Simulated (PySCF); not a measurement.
Ionisation energy of Fe by level of theory

Fe [Ar] 3d6 4s2 (5D) → Fe+ [Ar] 3d6 4s1 (6D), as a difference of total energies. Computed with PySCF 2.14 in def2-QZVPPD (11s6p5d4f2g, 100 functions), with the non-relativistic Hamiltonian (point nucleus). Correlated levels: valence: [Ar] frozen. The calculations carry no spin-orbit coupling.

| method | ionisation energy (eV) |
| --- | --- |
| UHF | 6.362 |
| MP2 (valence) | 7.443 |
| SCS-MP2 (valence) | 7.629 |
| CCSD (valence) | 7.614 |
| CCSD(T) (valence) | 7.713 |

Task: How much does correlation contribute at CCSD(T) (valence)?

Result: 7.713 − (6.362) = 1.351 eV, measured against UHF.

These non-relativistic numbers lack the scalar-relativistic shift.

Errors of the correlated levels include the incompleteness of this basis and the frozen core.

For comparison: 7.904 eV (measured; NIST levels, between the centres of gravity of the two terms).
